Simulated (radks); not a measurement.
The numbers below are computed, except where a source is named.
Question: The vanadium ion V8+, [Ne] 3s2 3p3. Level of theory: non-relativistic Kohn-Sham, r2SCAN, spin-polarised, spherical densities, point nucleus; meta-GGA in the generalised Kohn-Sham scheme (a radial shooting solver on a logarithmic mesh with Libxc functionals). Every spin shell is full or empty, so the densities are truly spherical. Functionals are evaluated on that one density, not self-consistently. Rank these orbital-free kinetic functionals by their error against the exact value of the orbitals, and give that value: Thomas-Fermi, von Weizsacker, TF + vW, TF + vW/9, TF + vW/5, LC94, APBEK, revAPBEK, Perdew 92, Thakkar, Pearson, LKT, PG1, DePristo-Kress, Ernzerhof.

Answer: Exact: 920.674 hartree. From best to worst, with 100 (|E| - |E exact|)/|E exact| (equal figures are ties): DePristo-Kress +0.01, Ernzerhof -0.07, LC94 +0.08, APBEK +0.19, Thakkar -0.23, revAPBEK +0.50, Perdew 92 -0.62, TF + vW/9 -0.63, Pearson -1.42, TF + vW/5 +4.36, Thomas-Fermi -6.87, PG1 +22.31, LKT +27.73, von Weizsacker -43.87, TF + vW +49.26.
